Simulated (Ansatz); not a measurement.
Relaxation of Li18⁻ with UKS r2SCAN/def2-SVPD.

```sh
$ ansatz run in.yaml --threads 4 --pin off --events-out ev --progress --plain --max-ram 4787MiB
```

```yaml
crystal:
  periodic: [false, false, false]
  atoms:
    - {symbol: Li, position_ang: [-2.362910, 1.625610, 1.575680]}
    - {symbol: Li, position_ang: [-0.532850, -2.536490, 1.435260]}
    - {symbol: Li, position_ang: [-2.046100, -1.921320, -1.253330]}
    - {symbol: Li, position_ang: [0.178540, 3.048390, -0.411420]}
    - {symbol: Li, position_ang: [0.126790, -1.110550, -2.871800]}
    - {symbol: Li, position_ang: [2.249260, -0.062690, 2.355640]}
    - {symbol: Li, position_ang: [0.323110, 2.144720, 2.066380]}
    - {symbol: Li, position_ang: [2.587330, -2.296170, 0.984610]}
    - {symbol: Li, position_ang: [-2.429600, 2.609320, -0.883740]}
    - {symbol: Li, position_ang: [-3.695460, 0.274530, -0.691880]}
    - {symbol: Li, position_ang: [0.854120, 1.408600, -2.413450]}
    - {symbol: Li, position_ang: [-2.769280, -1.090130, 1.390620]}
    - {symbol: Li, position_ang: [0.463790, -2.881340, -0.980640]}
    - {symbol: Li, position_ang: [2.752070, -0.896630, -1.322480]}
    - {symbol: Li, position_ang: [4.279730, -0.353360, 0.740310]}
    - {symbol: Li, position_ang: [-0.609980, -0.243770, 2.899810]}
    - {symbol: Li, position_ang: [2.515250, 1.582860, 0.060590]}
    - {symbol: Li, position_ang: [-1.883810, 0.698420, -2.680170]}
basis:
  gaussian: {orbitals: def2-SVPD}
total_charge: -1
magnetization: {spin_polarized: true, initial_magnetization: 1}
hamiltonian: {xc: r2scan}
scf: {lower_state_search: "off"}
output: {orbitals: {seedname: orbitals}}
relax: {f_tol: 0.02, max_steps: 100}
```

Run time 20 min (4 threads of Arm Neoverse V2 on a shared host), peak host memory 1.4 GiB.

Positions (Å) and forces (eV/Å) at steps 1, 2, 3, 4, 5, 6, 7, 8, 9, 10, 11 of 11:

```xyz
18
step=1 energy=-3677.2410 eV
Li   -2.363    1.626    1.576   -0.132    0.182    0.250
Li   -0.533   -2.536    1.435    0.277   -0.293    0.188
Li   -2.046   -1.921   -1.253   -0.278   -0.166   -0.036
Li    0.179    3.048   -0.411   -0.029    0.400   -0.067
Li    0.127   -1.111   -2.872    0.172   -0.210   -0.505
Li    2.249   -0.063    2.356   -0.277    0.120    0.343
Li    0.323    2.145    2.066    0.201    0.326    0.262
Li    2.587   -2.296    0.985   -0.355   -0.721    0.161
Li   -2.430    2.609   -0.884   -0.019    0.580   -0.149
Li   -3.695    0.275   -0.692   -0.666   -0.102   -0.066
Li    0.854    1.409   -2.413    0.232    0.177   -0.182
Li   -2.769   -1.090    1.391   -0.411   -0.273    0.241
Li    0.464   -2.881   -0.981    0.351   -0.454   -0.027
Li    2.752   -0.897   -1.322   -0.258   -0.002   -0.480
Li    4.280   -0.353    0.740    1.161    0.236    0.106
Li   -0.610   -0.244    2.900    0.056   -0.115    0.371
Li    2.515    1.583    0.061    0.002    0.261   -0.027
Li   -1.884    0.698   -2.680   -0.027    0.053   -0.383
18
step=2 energy=-3678.0578 eV
Li   -2.392    1.662    1.622   -0.078    0.081    0.133
Li   -0.480   -2.599    1.476    0.144   -0.174    0.136
Li   -2.095   -1.959   -1.262   -0.111   -0.104   -0.030
Li    0.178    3.141   -0.425   -0.005    0.321   -0.037
Li    0.160   -1.159   -2.980    0.084   -0.189   -0.382
Li    2.216   -0.050    2.407   -0.073    0.008    0.107
Li    0.361    2.220    2.125    0.114    0.264    0.208
Li    2.539   -2.412    1.014   -0.075   -0.321    0.122
Li   -2.444    2.721   -0.915   -0.077    0.350   -0.125
Li   -3.831    0.264   -0.707   -0.420    0.006   -0.057
Li    0.900    1.446   -2.458    0.148    0.131   -0.158
Li   -2.852   -1.150    1.445   -0.280   -0.206    0.206
Li    0.527   -2.980   -0.996    0.179   -0.354   -0.111
Li    2.714   -0.896   -1.390   -0.121    0.022   -0.162
Li    4.472   -0.325    0.758    0.588    0.072    0.065
Li   -0.605   -0.266    2.980   -0.027   -0.064    0.293
Li    2.527    1.631    0.060    0.055    0.116    0.001
Li   -1.893    0.712   -2.756   -0.043    0.041   -0.212
18
step=3 energy=-3678.6254 eV
Li   -2.413    1.672    1.647   -0.011    0.004    0.008
Li   -0.430   -2.649    1.517    0.079   -0.041    0.047
Li   -2.108   -1.981   -1.263   -0.015   -0.011    0.006
Li    0.182    3.285   -0.436    0.017    0.186   -0.013
Li    0.185   -1.245   -3.153    0.036   -0.115   -0.245
Li    2.205   -0.065    2.408   -0.044   -0.012   -0.001
Li    0.397    2.338    2.221    0.071    0.154    0.145
Li    2.565   -2.514    1.059    0.024   -0.168    0.059
Li   -2.494    2.852   -0.971   -0.079    0.196   -0.083
Li   -3.980    0.283   -0.722   -0.197    0.015   -0.021
Li    0.946    1.495   -2.531    0.062    0.070   -0.099
Li   -2.973   -1.238    1.537   -0.177   -0.136    0.134
Li    0.586   -3.145   -1.066    0.098   -0.244   -0.092
Li    2.665   -0.884   -1.395   -0.104    0.002   -0.004
Li    4.657   -0.320    0.782    0.260    0.019    0.027
Li   -0.639   -0.279    3.118   -0.041   -0.017    0.195
Li    2.560    1.669    0.068    0.039    0.084    0.018
Li   -1.912    0.726   -2.821   -0.018    0.014   -0.080
18
step=4 energy=-3678.9484 eV
Li   -2.306    1.627    1.524    0.058   -0.069   -0.078
Li   -0.337   -2.544    1.495    0.061    0.053   -0.017
Li   -2.049   -1.940   -1.221    0.023    0.028    0.017
Li    0.115    3.285   -0.422   -0.003    0.069   -0.006
Li    0.199   -1.299   -3.256    0.009   -0.087   -0.163
Li    2.114   -0.139    2.296   -0.067   -0.021   -0.086
Li    0.458    2.415    2.326    0.080    0.116    0.138
Li    2.645   -2.675    1.071    0.072   -0.144    0.045
Li   -2.615    2.988   -1.052   -0.092    0.171   -0.076
Li   -4.040    0.283   -0.722   -0.108    0.005   -0.017
Li    0.995    1.528   -2.584    0.057    0.062   -0.082
Li   -3.045   -1.300    1.616   -0.136   -0.115    0.107
Li    0.630   -3.300   -1.127    0.059   -0.200   -0.076
Li    2.508   -0.868   -1.280   -0.141    0.000    0.089
Li    4.707   -0.324    0.784    0.124    0.015    0.003
Li   -0.689   -0.252    3.258   -0.054    0.003    0.186
Li    2.590    1.759    0.084    0.056    0.103    0.015
Li   -1.880    0.754   -2.789    0.002    0.011    0.001
18
step=5 energy=-3679.2386 eV
Li   -2.212    1.545    1.420    0.122   -0.128   -0.139
Li   -0.280   -2.463    1.463    0.035    0.102   -0.055
Li   -2.002   -1.902   -1.191    0.058    0.048    0.029
Li    0.100    3.326   -0.418   -0.014   -0.011    0.003
Li    0.207   -1.361   -3.368   -0.003   -0.046   -0.060
Li    2.044   -0.164    2.203   -0.069   -0.007   -0.109
Li    0.513    2.495    2.428    0.049    0.056    0.092
Li    2.709   -2.795    1.099    0.063   -0.088    0.021
Li   -2.688    3.108   -1.111   -0.069    0.100   -0.043
Li   -4.103    0.286   -0.728   -0.036   -0.001    0.000
Li    1.037    1.565   -2.641    0.042    0.031   -0.048
Li   -3.139   -1.387    1.698   -0.060   -0.063    0.056
Li    0.671   -3.460   -1.188    0.026   -0.110   -0.043
Li    2.350   -0.860   -1.171   -0.177   -0.011    0.128
Li    4.758   -0.320    0.777   -0.008    0.009   -0.014
Li   -0.737   -0.242    3.402   -0.041    0.009    0.114
Li    2.634    1.853    0.094    0.056    0.092    0.009
Li   -1.861    0.774   -2.768    0.027    0.018    0.059
18
step=6 energy=-3679.4243 eV
Li   -2.098    1.439    1.301    0.163   -0.161   -0.167
Li   -0.250   -2.382    1.422    0.018    0.103   -0.054
Li   -1.962   -1.866   -1.168    0.061    0.049    0.029
Li    0.086    3.312   -0.418   -0.018   -0.043    0.000
Li    0.205   -1.389   -3.406   -0.005   -0.028   -0.017
Li    1.987   -0.166    2.130   -0.061    0.018   -0.083
Li    0.547    2.534    2.488    0.030    0.029    0.062
Li    2.744   -2.861    1.118    0.033   -0.052    0.013
Li   -2.738    3.178   -1.134   -0.055    0.063   -0.014
Li   -4.132    0.281   -0.730   -0.011   -0.003    0.004
Li    1.075    1.585   -2.675    0.044    0.016   -0.034
Li   -3.180   -1.435    1.737   -0.025   -0.039    0.033
Li    0.686   -3.543   -1.215    0.013   -0.072   -0.026
Li    2.203   -0.856   -1.072   -0.185   -0.002    0.114
Li    4.747   -0.315    0.760   -0.066    0.007   -0.025
Li   -0.762   -0.238    3.483   -0.029    0.009    0.070
Li    2.672    1.927    0.097    0.048    0.075    0.006
Li   -1.831    0.796   -2.717    0.045    0.031    0.090
18
step=7 energy=-3679.5662 eV
Li   -1.982    1.330    1.187    0.189   -0.179   -0.178
Li   -0.236   -2.322    1.392    0.005    0.087   -0.042
Li   -1.930   -1.838   -1.150    0.057    0.044    0.027
Li    0.076    3.284   -0.422   -0.015   -0.053   -0.008
Li    0.201   -1.403   -3.417   -0.005   -0.016    0.000
Li    1.948   -0.153    2.087   -0.053    0.037   -0.045
Li    0.563    2.555    2.522    0.014    0.018    0.042
Li    2.754   -2.892    1.128    0.007   -0.029    0.010
Li   -2.772    3.218   -1.134   -0.046    0.040    0.011
Li   -4.144    0.275   -0.729   -0.001   -0.002    0.005
Li    1.109    1.595   -2.699    0.049    0.006   -0.028
Li   -3.197   -1.463    1.756   -0.009   -0.027    0.024
Li    0.692   -3.589   -1.227    0.005   -0.055   -0.016
Li    2.084   -0.850   -1.002   -0.183    0.010    0.083
Li    4.711   -0.310    0.740   -0.089    0.007   -0.035
Li   -0.776   -0.234    3.527   -0.021    0.009    0.041
Li    2.696    1.978    0.098    0.035    0.065    0.005
Li   -1.796    0.820   -2.656    0.060    0.039    0.104
18
step=8 energy=-3679.6900 eV
Li   -1.863    1.219    1.078    0.196   -0.182   -0.174
Li   -0.233   -2.277    1.372   -0.002    0.065   -0.026
Li   -1.901   -1.815   -1.135    0.046    0.033    0.020
Li    0.070    3.255   -0.431   -0.009   -0.051   -0.017
Li    0.196   -1.410   -3.420   -0.006   -0.008    0.007
Li    1.918   -0.132    2.069   -0.044    0.044   -0.015
Li    0.568    2.569    2.543    0.000    0.014    0.024
Li    2.749   -2.905    1.135   -0.012   -0.011    0.008
Li   -2.798    3.241   -1.119   -0.037    0.019    0.035
Li   -4.147    0.271   -0.728    0.007    0.000    0.005
Li    1.142    1.600   -2.718    0.056    0.000   -0.024
Li   -3.204   -1.481    1.769   -0.001   -0.018    0.017
Li    0.693   -3.620   -1.233    0.000   -0.042   -0.007
Li    1.979   -0.839   -0.955   -0.175    0.022    0.060
Li    4.662   -0.306    0.715   -0.092    0.003   -0.045
Li   -0.786   -0.231    3.551   -0.017    0.010    0.020
Li    2.712    2.017    0.101    0.021    0.058    0.006
Li   -1.757    0.844   -2.595    0.069    0.044    0.105
18
step=9 energy=-3679.8028 eV
Li   -1.741    1.109    0.974    0.184   -0.167   -0.153
Li   -0.235   -2.247    1.361   -0.005    0.040   -0.010
Li   -1.878   -1.801   -1.125    0.030    0.016    0.011
Li    0.068    3.229   -0.445   -0.003   -0.039   -0.025
Li    0.192   -1.414   -3.418   -0.008   -0.001    0.010
Li    1.895   -0.105    2.067   -0.031    0.041    0.003
Li    0.564    2.582    2.554   -0.015    0.014    0.007
Li    2.735   -2.906    1.139   -0.023    0.004    0.006
Li   -2.819    3.250   -1.088   -0.027   -0.001    0.056
Li   -4.142    0.269   -0.725    0.018    0.001    0.005
Li    1.181    1.602   -2.735    0.063   -0.002   -0.021
Li   -3.206   -1.492    1.778    0.005   -0.010    0.008
Li    0.691   -3.643   -1.236   -0.003   -0.030    0.000
Li    1.875   -0.823   -0.918   -0.162    0.033    0.051
Li    4.609   -0.305    0.683   -0.086   -0.003   -0.053
Li   -0.796   -0.226    3.563   -0.015    0.011    0.004
Li    2.720    2.051    0.105    0.008    0.051    0.009
Li   -1.712    0.870   -2.534    0.069    0.043    0.092
18
step=10 energy=-3679.9041 eV
Li   -1.619    1.000    0.876    0.162   -0.135   -0.118
Li   -0.239   -2.231    1.360   -0.006    0.014    0.003
Li   -1.864   -1.798   -1.122    0.014   -0.002    0.001
Li    0.069    3.209   -0.467    0.002   -0.026   -0.033
Li    0.185   -1.414   -3.414   -0.012    0.003    0.012
Li    1.878   -0.079    2.075   -0.014    0.032    0.014
Li    0.549    2.595    2.554   -0.027    0.015   -0.008
Li    2.716   -2.899    1.143   -0.027    0.014    0.007
Li   -2.835    3.247   -1.041   -0.016   -0.017    0.073
Li   -4.128    0.268   -0.722    0.029    0.001    0.001
Li    1.228    1.603   -2.752    0.067   -0.002   -0.017
Li   -3.204   -1.498    1.782    0.009   -0.003   -0.001
Li    0.689   -3.661   -1.234   -0.005   -0.017    0.006
Li    1.767   -0.797   -0.882   -0.147    0.043    0.049
Li    4.554   -0.308    0.640   -0.080   -0.008   -0.061
Li   -0.805   -0.218    3.565   -0.010    0.010   -0.007
Li    2.722    2.084    0.114   -0.001    0.042    0.014
Li   -1.663    0.898   -2.477    0.063    0.037    0.065
18
step=11 energy=-3680.0282 eV
Li   -1.505    0.921    0.809    0.209   -0.194   -0.086
Li   -0.250   -2.254    1.400   -0.044    0.047   -0.032
Li   -1.839   -1.804   -1.117    0.075   -0.003    0.068
Li    0.079    3.205   -0.515    0.017   -0.061   -0.059
Li    0.180   -1.418   -3.431    0.072   -0.022   -0.089
Li    1.886   -0.085    2.131   -0.075    0.062   -0.027
Li    0.508    2.598    2.526   -0.038    0.022    0.019
Li    2.703   -2.884    1.117   -0.024    0.010   -0.028
Li   -2.827    3.236   -0.970   -0.061    0.001    0.076
Li   -4.085    0.262   -0.724    0.016    0.023    0.047
Li    1.306    1.581   -2.766    0.093   -0.006   -0.053
Li   -3.205   -1.480    1.784    0.013   -0.002    0.001
Li    0.705   -3.652   -1.240   -0.015   -0.009   -0.002
Li    1.594   -0.735   -0.803   -0.200    0.062    0.048
Li    4.493   -0.300    0.541   -0.053   -0.019   -0.095
Li   -0.822   -0.210    3.576   -0.081    0.043    0.076
Li    2.688    2.103    0.140   -0.040    0.014    0.013
Li   -1.608    0.917   -2.459    0.136    0.034    0.124
```

The run ended here without meeting its force threshold.

The relaxation made no stability test and no search for a lower SCF solution. The structure comes from a short search, and lower isomers may exist.
